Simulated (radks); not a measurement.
Values are calculated unless marked as measured or tabulated.
How relativity changes the ionisation of the chromium ion Cr12+ ([Ne] 3s2) to Cr13+ ([Ne] 3s1). Spin-unpolarised spherical Kohn-Sham, PBE, point nucleus unless stated (finite: rms radius 3.6452 fm), a radial shooting solver on a logarithmic mesh with Libxc functionals. A level marked "c x" has the speed of light scaled by that factor.

level                        E(Cr12+) (hartree)  E(Cr13+) (hartree)  IE (eV)   HOMO  <r> HOMO (bohr)
non-rel.                             -984.33995          -971.35243   353.41     3s           0.7675
scalar-rel.                          -990.79093          -977.71719   355.75     3s           0.7623
scalar-rel., finite nucleus          -990.78816          -977.71444   355.75     3s           0.7623
Dirac                                -990.80467          -977.73099   355.75  3s1/2           0.7622
Dirac, finite nucleus                -990.80189          -977.72824   355.75  3s1/2           0.7622
Dirac, c x 0.75                      -995.97099          -982.82850   357.63  3s1/2           0.7579
Dirac, c x 2                         -985.93794          -972.92912   353.99  3s1/2           0.7662
Dirac, c x 3                         -985.04870          -972.05173   353.67  3s1/2           0.7670

NIST Atomic Spectra Database: 354.7 eV (semi-empirical). The relativistic part of the total energy of Cr12+ is -6.462 hartree (Dirac, finite nucleus), 0.66 % of the non-relativistic value. Spin polarisation and multiplet splitting of open shells are left out at every level.

Beside tabulated values, note that spin-unpolarised runs miss the spin-polarisation part of the exchange energy of open shells.
